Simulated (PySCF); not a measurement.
A GIAO shielding run with PySCF 2.14.0 with density-fitted response routines (density fitting, non-relativistic, gas phase) on `C(C[Si@@H](OC)S)(C)(C)C`, C6H16OSSi:

```
$ OMP_NUM_THREADS=1 python probes_run.py task.json out

{"job": {"kind": "nmr", "xc": "PBE0", "basis": "pcSseg-1"}, "charge": 0, "multiplicity": 1}
C      3.851566    -0.922297     0.836627
O      2.470988    -0.986480     0.627995
Si     1.450484     0.226861     0.311561
S      2.410332     1.471945    -1.180638
C     -0.072564    -0.679650    -0.354252
C     -1.435172    -0.010822    -0.143621
C     -1.794646     0.005916     1.341886
C     -2.496337    -0.819125    -0.900056
C     -1.424263     1.419037    -0.684843
H      4.065848    -0.541579     1.837231
H      4.253482    -1.930392     0.736206
H      4.324397    -0.267993     0.101726
H      1.289712     1.102161     1.474594
H      1.347431     2.176400    -1.527280
H      0.065749    -0.844523    -1.426306
H     -0.095897    -1.668625     0.106112
H     -1.071327     0.583121     1.910554
H     -2.777445     0.449221     1.488157
H     -1.812771    -1.005941     1.740107
H     -2.500492    -1.853231    -0.563104
H     -3.487143    -0.401797    -0.734154
H     -2.297347    -0.808249    -1.969501
H     -1.094567     1.431994    -1.721855
H     -0.758372     2.048833    -0.099566
H     -2.422580     1.849360    -0.641060
```

Hardware: 1 thread of an Intel Xeon 6975P-C, shared host. The job also computes population analyses, field gradients.

Q: How large is the calculation?

A: 90 electrons, 247 basis functions and 1325 auxiliary functions.

Q: How long does it take, and how much memory does it need?

A: 45 s of wall time, with 14 SCF cycles and 5 response iterations; peak memory 1.1 GiB. Times on a shared host scatter by some tens of per cent.
